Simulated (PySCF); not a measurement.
Species: C4H5Cl2F.
Geometry (PBE0-D3(BJ)/def2-SVP, Å), atoms numbered from 1 in this order:
```xyz
12
C4H5Cl2F angstrom
F      2.0692    0.7548   -1.0916
C      1.9256    0.0064    0.0408
C      0.4931   -0.2352    0.3676
C     -0.5226    0.2327   -0.3588
C     -1.9411   -0.0255   -0.0120
Cl    -2.7519   -0.9171   -1.3317
Cl    -2.7959    1.5114    0.3058
H      2.4222    0.5283    0.8804
H      2.4491   -0.9581   -0.0987
H      0.3065   -0.8374    1.2652
H     -0.3386    0.8336   -1.2539
H     -2.0459   -0.6368    0.8923
```

Computed with PySCF at B3LYP/def2-SVPD, non-relativistic, on one gas-phase PBE0-D3(BJ)/def2-SVP geometry that isn't relaxed in the solvent. The solvent is an IEF-PCM continuum (Bondi radii, 1.10 Å for H, scaled by 1.2), and excitations are vertical TDDFT with non-equilibrium linear response and a frozen core. The model holds no explicit solvent molecules, cavitation or dispersion.

Gas-phase singlets (H = HOMO, L = LUMO):

```csv
state,E (eV),λ (nm),f,leading configuration
S1,6.221,199,0.000,H→L+1 95%
S2,6.299,197,0.207,H→L 61%
S3,6.441,193,0.000,H-1→L 96%
S4,6.666,186,0.193,H-2→L 57%
S5,6.805,182,0.064,H-1→L+1 86%
```

Problem. Give the list for cyclohexane (ε = 2.017), n² = 2.04.

Solution. 
```json
{"state": "S1", "E (eV)": "6.147", "λ (nm)": "202", "f": "0.000", "leading configuration": "H→L+1 97%", "change by rank (eV)": "-0.074"}
{"state": "S2", "E (eV)": "6.289", "λ (nm)": "197", "f": "0.454", "leading configuration": "H→L 83%", "change by rank (eV)": "-0.010"}
{"state": "S3", "E (eV)": "6.535", "λ (nm)": "190", "f": "0.000", "leading configuration": "H-1→L 98%", "change by rank (eV)": "+0.094"}
{"state": "S4", "E (eV)": "6.701", "λ (nm)": "185", "f": "0.129", "leading configuration": "H-2→L 82%", "change by rank (eV)": "+0.035"}
{"state": "S5", "E (eV)": "6.799", "λ (nm)": "182", "f": "0.034", "leading configuration": "H-1→L+1 90%", "change by rank (eV)": "-0.006"}
```

Problem. How does the list change in dichloromethane (ε = 8.93)?

Solution. 
```
state  E (eV)  λ (nm)      f  leading configuration  change by rank (eV)
   S1   6.059     205  0.000              H→L+1 98%               -0.162
   S2   6.314     196  0.537                H→L 89%               +0.015
   S3   6.641     187  0.000              H-1→L 98%               +0.200
   S4   6.796     182  0.012            H-1→L+1 61%               +0.130
   S5   6.827     182  0.073              H-2→L 60%               +0.022
```

Problem. The ground-state energy changes by -0.220 eV from gas to dichloromethane. By how much does the total energy of gas-phase S1 change?

Solution. E(S1) = E(S0) + excitation energy, so it changes by -0.220 − 0.162 = -0.382 eV: it is lowered more than the ground state, which is what a red shift means. This is the vertical state, with the slow part of the continuum still set for S0.

Problem. How do the frontier levels move from gas to dichloromethane?

Solution. 
```csv
orbital,gas (eV),solvent (eV),change (eV),"Löwdin shares, gas","Löwdin shares, solvent"
LUMO+2,0.20,0.55,+0.35,"C2 19 %, C3 18 %, H10 14 %, H9 8 %","C2 18 %, C3 14 %, Cl6 13 %, Cl7 13 %"
LUMO+1,-0.52,-0.49,+0.03,"Cl6 33 %, Cl7 33 %, C5 26 %","Cl6 34 %, Cl7 33 %, C5 27 %"
LUMO,-1.12,-0.89,+0.23,"C3 29 %, C4 23 %, Cl7 11 %, Cl6 11 %","C3 28 %, C4 21 %, Cl7 12 %, Cl6 12 %"
HOMO,-7.78,-7.57,+0.21,"C4 29 %, C3 28 %, Cl7 13 %, Cl6 13 %","C4 32 %, C3 29 %, Cl7 10 %, Cl6 10 %"
HOMO-1,-8.60,-8.60,0.00,"Cl6 39 %, Cl7 38 %, C5 12 %, H12 5 %","Cl7 38 %, Cl6 38 %, C5 13 %, H12 6 %"
HOMO-2,-8.61,-8.66,-0.05,"Cl7 44 %, Cl6 44 %","Cl7 46 %, Cl6 46 %"
HOMO-3,-9.18,-9.20,-0.02,"Cl6 39 %, Cl7 38 %, C5 13 %","Cl6 36 %, Cl7 36 %, C5 12 %"
```

The HOMO–LUMO gap goes from 6.67 to 6.67 eV. Rows go by rank; for HOMO-2, HOMO-1 and LUMO+2 the atom shares or the degeneracy differ between the runs, so the row needn't follow one orbital. Shares within a degenerate set are those of one arbitrary member.
